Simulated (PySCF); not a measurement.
# Relaxation of singlet HCoO

Level of theory: PBE0/[Co def2-TZVP, O def2-TZVP, H def2-TZVP], no relativity, density fitting, PySCF. A (50,194) grid was used.

A start displaced from a saddle point along its imaginary mode, of Cs symmetry, held to at least that symmetry:

Coordinates in bohr (charge 0 multiplicity 1):
```
Co    0.0000   -0.0078    0.5867
O     0.0000    0.0145   -2.3893
H    -0.0001    0.2268    3.6137
```

At each step, columns x, y, z (Å) and Fx, Fy, Fz (eV/Å):

```
step 0  E − E(last) = 75.54 kJ/mol
Co   0.000  -0.004   0.310  -0.004  -0.615   0.036
O    0.000   0.008  -1.264   0.002   0.314   0.055
H    0.000   0.120   1.912   0.002   0.301  -0.091
step 1  E − E(last) = 69.81 kJ/mol
Co   0.000  -0.050   0.313  -0.005  -1.046  -0.032
O    0.000   0.031  -1.260   0.002   0.531   0.190
H    0.000   0.142   1.906   0.003   0.516  -0.158
step 2  E − E(last) = 56.16 kJ/mol
Co   0.000  -0.126   0.316  -0.007  -1.224  -0.230
O    0.000   0.070  -1.252   0.003   0.613   0.660
H    0.000   0.180   1.894   0.004   0.611  -0.430
step 3  E − E(last) = 39.26 kJ/mol
Co   0.000  -0.214   0.319  -0.002  -0.853  -0.415
O    0.000   0.115  -1.233   0.000   0.411   1.190
H    0.000   0.223   1.872   0.001   0.442  -0.775
step 4  E − E(last) = 25.49 kJ/mol
Co   0.000  -0.479   0.328  -0.001   2.098  -1.279
O    0.000   0.252  -1.129  -0.001  -1.317   2.672
H    0.000   0.350   1.759   0.002  -0.781  -1.393
step 5  E − E(last) = 9.39 kJ/mol
Co   0.000  -0.398   0.322  -0.001   0.211   0.377
O    0.000   0.211  -1.119   0.000   0.004   0.600
H    0.000   0.311   1.755   0.000  -0.215  -0.976
step 6  E − E(last) = 4.09 kJ/mol
Co   0.000  -0.419   0.330   0.000  -0.146   0.800
O    0.000   0.225  -1.076   0.000   0.274  -0.167
H    0.000   0.318   1.704   0.000  -0.128  -0.633
step 7  E − E(last) = 0.10 kJ/mol
Co   0.000  -0.468   0.352   0.000  -0.078   0.206
O    0.000   0.257  -1.018   0.000   0.098  -0.123
H    0.000   0.335   1.625   0.000  -0.020  -0.084
step 8  E − E(last) = 0.00 kJ/mol
Co   0.000  -0.478   0.356   0.000   0.011   0.002
O    0.000   0.263  -1.009  -0.001  -0.002   0.001
H    0.000   0.339   1.612   0.001  -0.009  -0.004
step 9  E − E(last) = 0.00 kJ/mol
Co   0.000  -0.477   0.356   0.000  -0.002   0.004
O    0.000   0.263  -1.010  -0.001   0.005  -0.004
H    0.000   0.338   1.612   0.001  -0.003   0.001
```

It ends at Cs with Co–H 1.497 Å, Co–O 1.554 Å; H–Co–O 118.6°. A frequency run shows a minimum. Other isomers or separated fragments may lie lower.

Stability towards spin polarisation was not tested. At this level a quintet minimum of Cs symmetry lies 209 kJ/mol below this structure.

The relaxation took 6.4 s on 2 threads of a shared AMD EPYC 9R45 96-Core (Zen 5) host, with 82 basis functions and 10 gradients; the process peaked at 0.85 GiB.
